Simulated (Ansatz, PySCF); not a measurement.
This Ansatz (a quantum-chemistry and plane-wave program) input computes a PBE/def2-TZVPD energy:

Ansatz 0.2 input:
```yaml
crystal:
  periodic: [false, false, false]
  atoms:
    - {symbol: C, position_ang: [1.57976816, -1.13509199, 0.27440543]}
    - {symbol: Si, position_ang: [0.18936376, 0.09154663, 0.56917434]}
    - {symbol: C, position_ang: [-1.36578974, -0.75507115, 1.19326675]}
    - {symbol: Cl, position_ang: [-0.26291637, 1.00146768, -1.25700577]}
    - {symbol: H, position_ang: [1.25893470, -1.89451382, -0.44471600]}
    - {symbol: H, position_ang: [2.46616392, -0.63969915, -0.12161698]}
    - {symbol: H, position_ang: [1.84833462, -1.63316853, 1.20840902]}
    - {symbol: H, position_ang: [-2.17788252, -0.04054800, 1.32708469]}
    - {symbol: H, position_ang: [-1.68926578, -1.51415206, 0.47496967]}
    - {symbol: H, position_ang: [-1.17166975, -1.24354299, 2.15049378]}
basis:
  gaussian:
    orbitals: def2-TZVPD
hamiltonian:
  xc: {name: PBE}
magnetization: {spin_polarized: true, initial_magnetization: 1}
output: {forces: true}
```

Task: Write an input for the same energy in PySCF and say what it gives.

Result: 
```python
from pyscf import gto, scf, dft

mol = gto.M(
    atom='''
    C     1.57976816   -1.13509199    0.27440543
    Si    0.18936376    0.09154663    0.56917434
    C    -1.36578974   -0.75507115    1.19326675
    Cl   -0.26291637    1.00146768   -1.25700577
    H     1.25893470   -1.89451382   -0.44471600
    H     2.46616392   -0.63969915   -0.12161698
    H     1.84833462   -1.63316853    1.20840902
    H    -2.17788252   -0.04054800    1.32708469
    H    -1.68926578   -1.51415206    0.47496967
    H    -1.17166975   -1.24354299    2.15049378
    ''',
    basis='def2-tzvpd',
    charge=0,
    spin=1,
    verbose=4,
)

mf = dft.UKS(mol, xc='pbe').density_fit(auxbasis='def2-universal-jkfit')
mf.grids.level = 3
mf.conv_tol = 1e-9
mf.max_cycle = 100
mf.max_memory = 1500
mf.kernel()
if not mf.converged:
    mf = mf.newton()
    mf.kernel(mf.make_rdm1())
for _ in range(2):
    mo, _, stable, _ = mf.stability(return_status=True)
    if stable:
        break
    mf.kernel(mf.make_rdm1(mo, mf.mo_occ))
mf.analyze()
```
It gives -829.14399 Eh, and Ansatz -829.14388 Eh, a difference of 0.11 mEh, from the treatment of integrals and grids.

It need not be the lowest isomer of its formula.
